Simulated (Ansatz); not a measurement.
One change: `[OH][Ge]([F])([Cl])[GeH3]` becomes `[OH][GeH]([F])[GeH3]`.

Ansatz, PBE0-D4/def2-TZVP geometries, multiplicity 1. Each molecule was computed in one conformer, which needn't be the lowest.

Scalar relativity is left out up to krypton.

| property | `[OH][Ge]([F])([Cl])[GeH3]` |
| --- | --- |
| HOMO energy (B3LYP/def2-TZVPP) / eV | -8.63 |
| ideal-gas entropy at 298 K and 1 bar (rigid rotor, harmonic PBE0-D4/def2-TZVP) / J/(mol·K) | 405 |
| HOMO–LUMO gap (PBE0/def2-TZVPP) / eV | 8.13 |
| HOMO energy (PBE0/def2-TZVPP) / eV | -8.87 |
| HOMO energy (ωB97M-V/def2-TZVPP) / eV | -10.94 |
| HOMO–LUMO gap (B3LYP/def2-TZVPP) / eV | 7.57 |

Q: Give the same properties after the change, and the shifts. (Best estimate.)

A: Ansatz gave: 
| property | `[OH][GeH]([F])[GeH3]` | shift |
| --- | --- | --- |
| HOMO energy (B3LYP/def2-TZVPP) / eV | -8.27 | 0.36 |
| ideal-gas entropy at 298 K and 1 bar (rigid rotor, harmonic PBE0-D4/def2-TZVP) / J/(mol·K) | 371 | -34 |
| HOMO–LUMO gap (PBE0/def2-TZVPP) / eV | 8.38 | 0.25 |
| HOMO energy (PBE0/def2-TZVPP) / eV | -8.47 | 0.40 |
| HOMO energy (ωB97M-V/def2-TZVPP) / eV | -10.55 | 0.39 |
| HOMO–LUMO gap (B3LYP/def2-TZVPP) / eV | 7.93 | 0.36 |

With PBE0 the HOMO rises by 0.40 eV and the LUMO rises by 0.65 eV, so the gap widens by about 0.25 eV. PBE moves the HOMO by 0.38 eV and ωB97M-V by 0.39 eV.

B3LYP here is the variant with VWN-RPA as its local correlation; programs differ in this.
